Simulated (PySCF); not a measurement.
A structure optimised at B3LYP-D3(BJ)/def2-SVP, used in a PySCF frequency run:

```
C
H 1 1.1058
H 1 1.1058 2 105.66
C 1 1.5288 2 109.27 3 -117.45
H 4 1.1059 1 109.29 2 -64.84
H 4 1.1059 5 105.64 1 117.48
C 1 1.5288 2 109.27 3 117.45
H 7 1.1059 1 109.29 2 64.84
H 7 1.1059 8 105.64 1 -117.48
C 4 1.5296 5 109.24 6 117.39
H 10 1.1051 4 109.10 5 179.96
H 10 1.1051 11 105.70 4 117.20
C 10 1.5278 11 109.62 12 118.06
H 13 1.1016 10 111.72 11 -57.80
H 13 1.1029 14 107.62 10 122.33
H 13 1.1029 14 107.62 15 115.34
C 7 1.5296 8 109.24 9 -117.39
H 17 1.1051 7 109.10 8 -64.94
H 17 1.1051 18 105.70 7 117.20
C 17 1.5278 18 109.62 19 118.06
H 20 1.1016 17 111.72 18 -57.80
H 20 1.1029 21 107.62 17 122.33
H 20 1.1029 21 107.62 22 115.34
```
Charge 0, spin multiplicity 1.

Write its SMILES, formula and point group.

CCCCCCC, C7H16, C2v

What are its rotational constants (standard atomic weights)?

12.035, 0.72119, 0.70119 GHz
